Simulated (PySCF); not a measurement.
The complex [NiF6]4- (charge -4) contains Ni(II), shell d8. The structure is a PBE0-D3(BJ)/def2-SVP, IEF-PCM water geometry optimised for multiplicity 3; coordination octahedral, point group Oh, metal–donor distances 2.08 Å.

Method (PySCF 2.14, density fitting): CASSCF(8,5) with orbitals averaged over all microstates of the shell, strongly contracted NEVPT2 on the averaged canonical orbitals; basis x2c-TZVPall on the metal, x2c-SVPall elsewhere; spin-free X2C; IEF-PCM water; spin-orbit coupling by state interaction with the mean-field operator over all roots.

CASSCF energies above the lowest CASSCF root:

```csv
state,CASSCF / cm⁻¹
3A2g,0
3T2g,5206
3T1g,9136
1Eg,18510
1T2g,22815
3T1g,25889
1A1g,28730
1T1g,30259
1Eg,33026
1T2g,33783
1A1g,68643
```

**Question.** How does dynamic correlation (SC-NEVPT2) move these states?

**Answer.** 
```tsv
state	NEVPT2 / cm⁻¹	shift / cm⁻¹
3A2g	0	0
3T2g	6753	+1547
3T1g	11673	+2536
1Eg	16634	-1876
1T2g	22457	-357
3T1g	25134	-754
1A1g	27343	-1387
1T1g	29634	-624
1Eg	33528	+502
1T2g	34299	+516
1A1g	62376	-6267
```

No frequencies were computed for the optimised geometry. NEVPT2 lifts 3T2g from 5206 to 6753 cm⁻¹; on the d shell alone it tends to overshoot states that fill the eg-type orbitals.
